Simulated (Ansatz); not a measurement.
Reaction (ligand exchange at the Si–N bond): `C[SiH2][N]([GeH3])[SiH](C)C` + `BN[SiH](C)C` → `BN([SiH](C)C)[SiH](C)C` + `C[SiH2][NH][GeH3]`

Calculated with Ansatz (gas phase, PBE0-D4/def2-TZVP geometries, no zero-point term in ΔE). CCSD(T)/CBS adds triple-zeta CCSD(T) − MP2 to the extrapolated MP2 energy (def2 sets, frozen cores). Functionals use def2-TZVPP. B3LYP here is the variant with VWN-RPA as its local correlation; programs differ in this. HSE06 is defined as in plane-wave codes. For Ge outer-core shells are correlated without core-valence functions, which leaves a few kJ/mol of doubt a bond. Scalar relativity is left out up to krypton. Each species was taken in one conformer, which may not be the lowest.

Is it downhill or uphill in electronic energy at CCSD(T)/CBS, and by how much? (An estimate is asked.)

Computed: Uphill: ΔE = +5.4 kcal/mol.

What do these levels give: LDA (SPW92), PBE0-D4, B3LYP-D4, r2SCANh-D4, ωB97X-V, r2SCAN, B3LYP, r2SCANh, HSE06, LC-ωPBE, HF/def2-SVP, MP2/def2-TZVPP? (Best estimate.)

The calculation gave: LDA (SPW92) 4.9, PBE0-D4 5.4, B3LYP-D4 5.4, r2SCANh-D4 5.4, ωB97X-V 5.1, r2SCAN 5.5, B3LYP 5.2, r2SCANh 5.5, HSE06 5.3, LC-ωPBE 5.2, HF/def2-SVP 5.5, MP2/def2-TZVPP 5.5 kcal/mol.

Largest T1 diagnostic among the species: 0.011.

Leaving LDA and LC-ωPBE aside and taking each functional with its dispersion term where it has one, the values, not all of them listed here, spread over 0.6 kcal/mol, from ωB97X-V to BHLYP-D4.
